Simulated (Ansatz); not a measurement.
Calculated with Ansatz (gas phase, PBE0-D4/def2-TZVP geometries, no zero-point term in ΔE). CCSD(T)/CBS adds triple-zeta CCSD(T) − MP2 to the extrapolated MP2 energy (def2 sets, frozen cores). This one scheme is used for every species. DFT in def2-TZVPP. Each species was taken in one conformer, which may not be the lowest.

`NB(Cl)O[SiH3]` + HCl → `[SiH3]OB(Cl)Cl` + NH₃  (ligand exchange at a B–N bond)

```csv
level,ΔE (kJ/mol),difference from CCSD(T)/CBS
LDA (SPW92),31.2,6.7
r2SCANh-D4,24.5,0.0
CAM-B3LYP-D4,32.2,7.7
ωB97X-V,25.3,0.8
CAM-B3LYP,32.9,8.4
LC-ωPBE,29.3,4.8
CCSD/def2-SVP,24.8,0.3
HF/def2-QZVPP,35.4,10.9
MP2/CBS(def2),20.4,-4.1
CCSD/CBS(def2),27.5,3.0
CCSD(T)/CBS,24.5,0
```

Largest T1 diagnostic among the species: 0.012.

Leaving LDA and LC-ωPBE aside and taking each functional with its dispersion term where it has one, the values, not all of them listed here, spread over 12.9 kJ/mol, from revPBE-D4 to CAM-B3LYP-D4. LDA lies +10.0 kJ/mol from PBE without D4. In def2-TZVPP, CCSD(T) changes the Hartree–Fock value by −9.7 kJ/mol (the triples alone add −3.0 kJ/mol) and MP2 by −13.9 kJ/mol. From BLYP to BHLYP (50 % exact exchange), in def2-TZVPP and without D4, ΔE moves by +8.1 kJ/mol.
